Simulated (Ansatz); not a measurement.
GeH7NOSi can be A, `[NH2][GeH2][SiH2]O`, or B, `O[SiH2][NH][GeH3]`.

Computed with Ansatz on PBE0-D4/def2-TZVP structures; ΔE is electronic, products minus reactants. CCSD(T)/CBS is the MP2 limit (def2-TZVPP, def2-QZVPP) plus CCSD(T) − MP2 in def2-TZVPP, frozen cores. DFT in def2-TZVPP. B3LYP here is the variant with VWN-RPA as its local correlation; programs differ in this. For Ge outer-core shells are correlated without core-valence functions, which leaves a few kJ/mol of doubt a bond. Scalar relativity is left out up to krypton. Each species was taken in one conformer, which may not be the lowest.

A:

Z-matrix (Å, degrees):
```
Ge
Si 1 2.395
N 1 1.882 2 96.4
H 1 1.543 2 118.2 3 117.1
H 1 1.540 2 115.8 3 -111.7
O 2 1.645 1 99.5 3 7.4
H 2 1.487 1 113.2 3 125.9
H 2 1.488 1 113.0 3 -111.2
H 3 1.012 1 113.2 2 104.0
H 3 1.011 1 113.3 2 -133.3
H 6 0.977 2 110.0 1 -2.6
```

B:

```xyz
11

O    -1.3990    1.1630    1.3780
Si    0.1978    0.9036    1.0613
N     0.5335   -0.5172    0.1693
Ge    0.0959   -0.8525   -1.5872
H    -1.8615    0.4986    1.8906
H     0.9740    0.7841    2.3259
H     0.5714    2.1057    0.2828
H     0.9488   -1.2888    0.6682
H    -0.2941    0.4998   -2.1969
H     1.3153   -1.4552   -2.3070
H    -1.0821   -1.8412   -1.6850
```

Q: Which is lower in electronic energy at CCSD(T)/CBS, and by how much? (Estimate.)

A: Ansatz gave: B, by 67.3 kJ/mol.

Q: Give E(B) − E(A) in kJ/mol with PBE-D4, HF/def2-TZVPP, CCSD/def2-TZVPP, r2SCAN-D4, CCSD(T)/def2-TZVPP, B2PLYP, B3LYP. (An estimate is asked.)

A: Computed: PBE-D4 -43.7, HF/def2-TZVPP -93.7, CCSD/def2-TZVPP -72.7, r2SCAN-D4 -59.4, CCSD(T)/def2-TZVPP -69.0, B2PLYP -68.2, B3LYP -62.9. None reverses the order clearly.

Largest T1 diagnostic: 0.012.

In def2-TZVPP, CCSD(T) changes the Hartree–Fock value by +24.7 kJ/mol (the triples alone add +3.6 kJ/mol) and MP2 by +20.2 kJ/mol. From PBE to PBE0 (25 % exact exchange), in def2-TZVPP and without D4, E(B) − E(A) moves by −9.7 kJ/mol.
